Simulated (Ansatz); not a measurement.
A rate constant, worked out

An elementary step of SiNH₃F₄, closed shell (SiF₄ ([F][Si]([F])([F])[F]) + NH₃ → SiNH₂F₃ ([NH2][Si]([F])([F])[F]) + HF; Si–F, H–N broken or loosened, Si–N, F–H formed or tightened). The start structure is the complex of the reactants, bound by 0.41 eV, and the electronic barrier above it is 1.662 eV by CCSD(T) at an estimated basis limit (MP2 extrapolated from triple and quadruple zeta, plus CCSD(T) − MP2 in triple zeta). Ansatz 0.2.0; basis: def2-TZVPP and def2-QZVPP; cores frozen in the correlated methods. Extrapolation: Hartree–Fock as exp(−7.88 √X), correlation as X^−2.97. Harmonic wavenumbers at PBE0-D4/def2-TZVP (Ansatz 0.2.0), in cm⁻¹:

Start: 145, 162, 162, 281, 303, 303, 403, 403, 455, 721, 721, 725, 876, 966, 966, 1267, 1653, 1653, 3493, 3616, 3616.

Saddle: 703i, 127, 177, 262, 315, 344, 367, 387, 487, 710, 755, 838, 847, 895, 1008, 1055, 1423, 1566, 1848, 3543, 3626.

Work out the transition-state-theory rate constant at 600 K from these numbers alone (harmonic vibrations; rotation, path degeneracy and anharmonicity left out), and the Wigner tunnelling factor. Use 1 cm⁻¹ = 1.2398 × 10⁻⁴ eV and k_B = 8.617 × 10⁻⁵ eV/K.

Zero-point energies, half the sums: start 22890/2 cm⁻¹ = 1.4190 eV; saddle, real modes only, 20580/2 cm⁻¹ = 1.2758 eV.
Barrier with zero-point energy: 1.662 + 1.2758 − 1.4190 = 1.5188 eV.
k_BT = 0.05170 eV, so the barrier is 29.37 k_BT.
Vibrational partition functions from the zero-point level, ln q = −Σ ln(1 − exp(−hν/k_BT)): start 7.904, saddle 6.819.
k = (k_BT/h) exp(ln q‡ − ln q) exp(−E0/k_BT), with log₁₀(k_BT/h in s⁻¹) = 13.10: log₁₀ k = 13.10 + (-1.085 − 29.37)/2.3026 = -0.13, so k ≈ 7 × 10^(-1) s⁻¹.
Wigner factor: 1 + (hν‡/k_BT)²/24 = 1 + (1.69)²/24 = 1.12. A change of 1 kcal/mol (0.043 eV) in the barrier would change k by a factor of 2.3 at this temperature.

No T1 diagnostic of these runs exceeds 0.012.

The step is the kind of exchange with an N–H group that builds nitride films in atomic layer and chemical vapour deposition.

Labels in which every atom is bracketed show which atoms are joined, not bond orders.

For scale, one of the runs: CCSD(T)/def2-TZVPP, 239 basis functions, launched by `ansatz run in.yaml --threads 8 --pin off --events-out ev --progress --plain --max-ram 19148MiB`. The run took 2.2 min on 8 CPU threads of an Arm Neoverse V2 (shared host), with 5.1 GiB of host memory at its peak.
